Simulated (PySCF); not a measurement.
C₆ coefficients of unlike pairs at PBEsol

Calculated with PySCF 2.14 from the dipole response of each species, C₆(A,B) = (3/π) ∫ α_A(iu) α_B(iu) du, in atomic units, from isotropic polarisabilities. For ions this is the dispersion term alone; charge-induced terms of lower order in 1/R come first.

```csv
species,configuration,basis,relativity,α (bohr³),C₆ (like pair)
Cl²⁺,[Ne] 3s2 3p3 (4S),"x2c-TZVPPall with one added diffuse shell each of s, p, d type (6s6p4d1f)",spin-free X2C,5.854,20.87
Os,[Xe] 4f14 5d6 6s2 (5D),aug-cc-pVTZ-PP with ECP60MDF (6s6p5d3f2g),core potential,54.80,618.6
B³⁺,1s2 (1S),dyall-acv3z (15s9p4d2f),none,0.02067,0.002785
```

Q: Estimate C₆ for B³⁺ with Cl²⁺.

A: The integral gives 0.1424. The combination rule 2 C_A C_B / (C_A α_B/α_A + C_B α_A/α_B) gives 0.1348 and the geometric mean 0.2411.

No spin-orbit coupling is included.

The other pairs:

| pair | C₆ |
| --- | --- |
| Os, Cl²⁺ | 104.2 |
| B³⁺, Os | 0.5700 |
